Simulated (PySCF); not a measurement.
## Working out the excitation energy of Tl

Tl [Xe] 4f14 5d10 6s2 6p1 (2P) → Tl [Xe] 4f14 5d10 6s2 7s1 (2S). Calculation: PySCF 2.14, in aug-cc-pwCVDZ-PP with ECP60MDF (6s5p4d1f, 48 functions); scalar relativity through the core potential. Frozen: nothing. Energies in hartree (1 hartree = 27.21139 eV):

| part | Tl (lower) | Tl (upper) |
| --- | --- | --- |
| UHF | -171.512656 | -171.421618 |
| MP2 opposite-spin | -0.275217 | -0.278459 |
| MP2 same-spin | -0.148382 | -0.147008 |

**Question.** What does Hartree-Fock give?

**Answer.** (-171.421618) − (-171.512656) = 0.091038 hartree = 2.477 eV.

**Question.** What do MP2 and SCS-MP2 (6/5 opposite-spin, 1/3 same-spin) give?

**Answer.** The opposite-spin parts differ by -0.088 eV and the same-spin parts by 0.037 eV. MP2: 2.477 + (-0.088) + (0.037) = 2.426 eV. SCS-MP2: 2.477 + 1.2 × (-0.088) + (0.037)/3 = 2.384 eV.

Measured between the centres of the two terms (NIST): 2.639 eV, so MP2 (valence and next inner shell) is off by -0.213 eV.

A double-zeta basis recovers only part of the correlation energy.

What remains against the reference includes basis incompleteness and correlation beyond second order.
